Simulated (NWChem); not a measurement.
System: CH4O4Si; SMILES O[Si]1(O)OCO1

The following NWChem deck was run.

```
start job
memory heap 200 mb stack 900 mb global 1100 mb
geometry units angstroms noautosym nocenter noautoz
  O     -1.371279    -1.291104     0.002220
  Si    -0.026215    -0.371816     0.000041
  O      1.229361    -1.424621    -0.002085
  O      0.008963     0.898350     1.098767
  C     -0.004884     1.797751     0.000012
  O      0.003597     0.898343    -1.098772
  H     -1.245614    -2.244456     0.004377
  H      2.118766    -1.058902    -0.000977
  H      0.892210     2.443303    -0.002174
  H     -0.918890     2.418072     0.002236
end
basis spherical
  * library 6-311g**
end
dft
  xc pbe0
  iterations 150
end
tddft
  cis
  ecut -63.0
  nroots 6
  notriplet
end
task tddft energy
```

Parts of the log:

```
             Northwest Computational Chemistry Package (NWChem) 7.3.0
             --------------------------------------------------------

                             Geometry "geometry" -> ""
                             -------------------------

 Output coordinates in angstroms (scale by  1.889725989 to convert to a.u.)

  No.       Tag          Charge          X              Y              Z
 ---- ---------------- ---------- -------------- -------------- --------------
    1 O                    8.0000    -1.37127900    -1.29110400     0.00222000
    2 Si                  14.0000    -0.02621500    -0.37181600     0.00004100
    3 O                    8.0000     1.22936100    -1.42462100    -0.00208500
    4 O                    8.0000     0.00896300     0.89835000     1.09876700
    5 C                    6.0000    -0.00488400     1.79775100     0.00001200
    6 O                    8.0000     0.00359700     0.89834300    -1.09877200
    7 H                    1.0000    -1.24561400    -2.24445600     0.00437700
    8 H                    1.0000     2.11876600    -1.05890200    -0.00097700
    9 H                    1.0000     0.89221000     2.44330300    -0.00217400
   10 H                    1.0000    -0.91889000     2.41807200     0.00223600

 Effective nuclear repulsion energy (a.u.)     339.5326921265

                                 NWChem DFT Module
                                 -----------------

 Summary of "ao basis" -> "ao basis" (spherical)
 ------------------------------------------------------------------------------
       Tag                 Description            Shells   Functions and Types
 ---------------- ------------------------------  ------  ---------------------
 O                          6-311g**                 8       18   4s3p1d
 Si                         6-311g**                12       26   6s5p1d
 C                          6-311g**                 8       18   4s3p1d
 H                          6-311g**                 4        6   3s1p

[...]

                                NWChem TDDFT Module
                                -------------------

            General Information
            -------------------
           No. of orbitals :     280
            Alpha orbitals :     140
             Beta orbitals :     140
        Alpha frozen cores :       0
         Beta frozen cores :       0
     Alpha frozen virtuals :       0
      Beta frozen virtuals :       0
         Spin multiplicity :       1
    Number of AO functions :     140
        Use of symmetry is : off
      Symmetry adaption is : off
         Schwarz screening :  0.10D-07

              XC Information
              --------------
                  PBE0 Method XC Functional
              Hartree-Fock (Exact) Exchange   0.25
   PerdewBurkeErnzerhof Exchange Functional   0.75
     Perdew 1991 LDA Correlation Functional   1.00 local
    PerdewBurkeErnz. Correlation Functional   1.00 non-local

             TDDFT Information
             -----------------
          Calculation type : Tamm-Dancoff TDDFT
         Wavefunction type : Restricted singlets
          No. of electrons :      56
           Alpha electrons :      28
            Beta electrons :      28
              No. of roots :       6
          Max subspacesize :    5200
            Max iterations :     100
               Target root :       1
           Target symmetry : none
             Energy Cutoff :-0.63D+02
      Symmetry restriction : off
                 Algorithm : Optimal
        Davidson threshold :  0.10D-03

    6 smallest eigenvalue differences (eV)
--------------------------------------------------------
  No. Spin  Occ  Vir  Irrep   E(Occ)    E(Vir)   E(Diff)
--------------------------------------------------------
    1    1    1   29 a       -66.319     0.019  1805.131
    2    1    1   30 a       -66.319     0.058  1806.207
    3    1    1   31 a       -66.319     0.069  1806.487
    4    1    1   32 a       -66.319     0.073  1806.598
    5    1    1   33 a       -66.319     0.113  1807.707
    6    1    1   34 a       -66.319     0.134  1808.263
--------------------------------------------------------

  Entering Davidson iterations
  Restricted singlet excited states

  Iter   NTrls   NConv    DeltaV     DeltaE      Time
  ----  ------  ------  ---------  ---------  ---------
    1      6       0     0.71E-01   0.10+100       12.2
    2     12       0     0.29E-01   0.90E-02       12.3
    3     18       0     0.53E-02   0.94E-03       12.3
    4     24       1     0.29E-03   0.43E-05       12.2
    5     29       6     0.36E-04   0.32E-07       11.4
  ----  ------  ------  ---------  ---------  ---------
  Convergence criterion met

  Ground state a        -630.666918068321 a.u.

  ----------------------------------------------------------------------------
  Root   1 singlet a             66.268090960 a.u.             1803.2473 eV
  ----------------------------------------------------------------------------
     Transition Moments    X -0.00001   Y -0.00232   Z -0.00000
     Dipole Oscillator Strength                    0.0002384905
     Electric Quadrupole                           0.0000049112
     Magnetic Dipole                               0.0000000298
     Total Oscillator Strength                     0.0002434315

[...]
```

Level: PBE0/6-311G** (spherical d), restricted-window TDA. The geometry was optimised at PBE0/def2-SVP. The quadrupole and magnetic terms of the printed total strengths depend on the origin.
